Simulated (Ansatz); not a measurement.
A structure relaxed at B3LYP-D4/def2-SVP in Ansatz, charge 0, singlet:

```xyz
18

Si   -0.560   -1.604   -1.478
Si    2.129    0.016    0.734
Si   -1.588    0.636    1.463
Si   -2.128   -0.012   -0.735
Si    0.558    1.604    1.479
Si    1.588   -0.640   -1.462
H    -0.910   -2.095   -2.846
H    -0.574   -2.770   -0.542
H     3.515    0.572    0.794
H     2.064   -1.183    1.626
H    -2.605    1.592    1.999
H    -1.578   -0.577    2.337
H    -2.057    1.188   -1.624
H    -3.516   -0.564   -0.800
H     0.569    2.771    0.543
H     0.909    2.095    2.846
H     1.581    0.571   -2.340
H     2.604   -1.599   -1.994
```

Problem. Give its formula and point group.

Solution. Si6H12, a cluster cut from the lattice of silicon. Point group D3d (tolerance 0.1 Å).

Problem. Summarise the bond lengths by kind (pairs closer than 1.2 times the sum of covalent radii, bridged metal pairs left out).

Solution. 6 × Si–Si 2.35 Å; 12 × H–Si 1.50 Å.
